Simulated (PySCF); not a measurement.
**NMR data sheet: C$_{5}$H$_{14}$OSi**

```yaml
Formula: C5H14OSi
SMILES: CCO[Si](C)(C)C
InChI: InChI=1S/C5H14OSi/c1-5-6-7(2,3)4/h5H2,1-4H3
Point_group_of_the_computed_structure: C1
Degrees_of_unsaturation: 0
Carbon_signals: 3
Proton_signals: 3
```

Numbering as in the mapped SMILES `[CH3:1][CH2:2][O:3][Si:4]([CH3:5])([CH3:6])[CH3:7]` (H(Xn): hydrogen on atom n).

- shieldings: GIAO B3LYP/pcSseg-1
- geometry: PBE0-D3(BJ)/def2-SVP
- program: PySCF
- non-relativistic Hamiltonian, averaged over atoms made equivalent by symmetry, fast rotation or ring inversion, no solvent model, a single conformation

Shifts are taken against calculated references (same method and geometry level): TMS for ¹H, ¹³C, ²⁹Si; ¹⁷O against H2O.

```tsv
carbon	δC, type	δH (multiplicity)	HMBC from (2–3 bonds)	span of the C tensor (ppm)
C1	21.2, CH3	1.25 (t)	H(C2)	38
C2	60.9, CH2	3.58 (q)	H(C1)	66
C5/C6/C7	-1.6, CH3	0.07 (s)	H(C5)/H(C6)/H(C7)	16
```

Other nuclei:
```csv
atoms,nucleus,environment,δ (ppm),σ (ppm)
Si4,²⁹Si,"silicon bonded to 3 C, O",17.7,320.2
O3,¹⁷O,"oxygen bonded to C, Si",62.3,271.8
```

- Carbon types of the structure: 1 × CH2, 4 × CH3, which accounts for all hydrogens.
- δC 60.9: sp3 CH2 bonded to O; pulled downfield by the heteroatom.
- δC 21.2: methyl carbon; aliphatic region, no heteroatom directly attached.
- δC -1.6: methyl carbon bonded to Si; an electropositive neighbour leaves it electron-rich and shielded.
- δH 3.58: hydrogen on an sp3 CH2 bonded to O; its carbon carries O, which withdraws density.
- δH 0.07: hydrogen on a methyl carbon bonded to Si; an electropositive neighbour shields it, as in TMS itself.

Shifts are as computed. Against solution values, carbons near 30 ppm lie about +2 ppm off and those near 130 ppm about +6 ppm. Of 1211 compounds with measured shifts, 218 miss one by over three times the rms of a fit or turn the order of signals round; such compounds aren't used in these exercises. Experimental scales use liquid or dissolved standards, which lie at an offset from isolated H2O (liquid H2O: subtract about 36 ppm). No couplings were computed; multiplicities are counted from neighbouring protons, with m where these are inequivalent, close in shift, in a saturated or five-membered ring or joined by F or P, and br s for small geminal =CH2 splittings.
